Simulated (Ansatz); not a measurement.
`FC#C[SiH3]` + `ClC[TeH]` → `[SiH3][Te]CCl` + `C#CF` at 298.15 K and 1 bar (ligand exchange at the Si–C bond).

Calculated with Ansatz (gas phase, PBE0-D4/def2-TZVP geometries, no zero-point term in ΔE). CCSD(T)/CBS is the MP2 limit (def2-TZVPP, def2-QZVPP) plus CCSD(T) − MP2 in def2-TZVPP, frozen cores. This one scheme is used for every species. def2 core potentials past Kr. For Te outer-core shells are correlated without core-valence functions, which leaves a few kJ/mol of doubt a bond. Each species was taken in one conformer, which may not be the lowest.

```json
{"species": "`FC#C[SiH3]`", "CCSD(T)/CBS energy (Eh)": "-466.68020", "H − E (kJ/mol)": "113.3", "S (J/(mol·K))": "291.7"}
{"species": "`ClC[TeH]`", "CCSD(T)/CBS energy (Eh)": "-767.34295", "H − E (kJ/mol)": "105.9", "S (J/(mol·K))": "313.7"}
{"species": "`[SiH3][Te]CCl`", "CCSD(T)/CBS energy (Eh)": "-1057.64579", "H − E (kJ/mol)": "161.2", "S (J/(mol·K))": "379.4"}
{"species": "`C#CF`", "CCSD(T)/CBS energy (Eh)": "-176.38388", "H − E (kJ/mol)": "65.1", "S (J/(mol·K))": "229.0"}
```

H − E and S are ideal-gas, rigid-rotor, harmonic terms from PBE0-D4/def2-TZVP, for one conformer and one mirror image of each species. 1 Eh = 2625.50 kJ/mol, R = 8.31446 J/(mol·K).

By hand: ΔE, ΔH, ΔS and ΔG.

ΔE = (-1057.64579) + (-176.38388) − (-466.68020) − (-767.34295) = -0.00652 Eh = -17.1 kJ/mol. Δ(H − E) = 161.2 + 65.1 − 113.3 − 105.9 = 7.1, so ΔH = -10.0 kJ/mol. ΔS = 379.4 + 229.0 − 291.7 − 313.7 = 3.0 J/(mol·K). ΔG = -10.0 − 298.15 × (3.0)/1000 = -10.9 kJ/mol.

By hand: the equilibrium constant, and the temperature at which ΔG would vanish if ΔH and ΔS stayed fixed.

log₁₀ K = −ΔG/(RT ln 10) = 1.9. ΔH and −TΔS have one sign here, so there is no such temperature.

The number of gas molecules stays the same, so ΔS is small and ΔH decides. A doubt of 5 kJ/mol in ΔE shifts log₁₀ K by 0.9 here. Other conformers and mirror images would add mixing entropy, several J/(mol·K) or more a flexible species. Modes under 60 cm⁻¹, often nearly free rotors, make the harmonic entropy too high. These are equilibria of isolated gas molecules and say nothing of rates. Largest T1 diagnostic: 0.013 (customary marks: 0.02 for closed shells, 0.045 for open ones).

ΔS is within the doubt of such terms, so its sign, and with it that verdict, could turn.
